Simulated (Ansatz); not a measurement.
## Energy profile

The step: SnSiH₆ ([SiH3][SnH3]) + H₂S → SnH₄S ([SH][SnH3]) + SiH₄; bonds formed: Sn1–S7, Si2–H6; bonds broken: Sn1–Si2, H6–S7 (atoms numbered as in the saddle structure below).

Sn1  (-1.210, 0.013, -0.766)
Si2  (1.171, -0.924, 0.620)
H3  (-0.642, -1.440, -1.523)
H4  (-2.529, -0.337, 0.243)
H5  (-1.487, 1.095, -2.056)
H6  (0.241, 0.661, 0.722)
S7  (-0.505, 2.186, 0.792)
H8  (2.038, -0.545, 1.773)
H9  (2.029, -1.077, -0.587)
H10  (0.523, -2.229, 0.925)
H11  (0.370, 2.597, -0.141)
(Å)

Electronic energies by CCSD(T) at an estimated basis limit (MP2 extrapolated from triple and quadruple zeta, plus CCSD(T) − MP2 in triple zeta), on PBE0-D4/def2-TZVP structures; SnSiH$_{8}$S, closed shell; no counterpoise correction. Ansatz 0.2.0; basis: def2-TZVPP and def2-QZVPP; cores frozen in the correlated methods. Filled d shells of the heavier atoms are correlated. Core potentials replace the inner electrons of the atoms past krypton. The def2 sets are not built for correlating such inner shells, so the correlated values are less sure here. Extrapolation: Hartree–Fock as exp(−7.88 √X), correlation as X^−2.97.

(1) Give the profile in kcal/mol, counted from the separated reactants. (An estimate is asked for; the value comes from the calculation.)

No T1 diagnostic of these runs exceeds 0.016. The start structure is not quite a true minimum (one mode of 33i cm⁻¹).

## Answers

(1) By the calculation:
| point | kcal/mol |
| --- | --- |
| separated: SnSiH$_{6}$ (linked as [SiH3][SnH3]; Sn1, Si2, H3, H4, H5, H8, H9, H10; singlet) + H$_{2}$S (H6, S7, H11; singlet) | 0.00 |
| start structure | -2.01 |
| saddle | 47.48 |
| end structure | -9.58 |
| separated: SnH$_{4}$S (linked as [SH][SnH3]; Sn1, H3, H4, H5, S7, H11; singlet) + SiH$_{4}$ (Si2, H6, H8, H9, H10; singlet) | -7.61 |

For scale, one of the runs: CCSD(T)/def2-TZVPP, 246 basis functions, launched by `ansatz run in.yaml --threads 4 --pin off --events-out ev --progress --plain --max-ram 9574MiB`. The run took 2.7 min on 4 CPU threads of an Intel Xeon (shared host), with 5 GiB of host memory at its peak.
